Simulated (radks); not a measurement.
Eu+, 62 electrons, occupied as [Xe] 4f7 6s1 (the NIST ground configuration). Calculated with a radial shooting solver on a logarithmic mesh with Libxc functionals: Dirac Kohn-Sham, BLYP, spin-unpolarised, spherical densities, finite nucleus; open shells are shared between the two j in proportion to 2j + 1; Fermi nuclear charge, rms radius 5.1115 fm.

Spin-orbit splittings of the eigenvalues, e(l+1/2) - e(l-1/2), with zeta = 2 splitting/(2l+1) and mean radii in bohr:

shell  occ.  splitting (eV)  zeta (eV)  <r> j=l-1/2  <r> j=l+1/2
2p        6           648.3      432.2      0.07906      0.08579
3p        6           132.1      88.08       0.2388       0.2517
3d       10           28.75      11.50       0.2235       0.2276
4p        6           29.19      19.46       0.5791       0.6085
4d       10           5.235      2.094       0.6483       0.6588
4f        7          0.6176     0.1765       0.9593       0.9790
5p        6           3.814      2.543        1.561        1.661
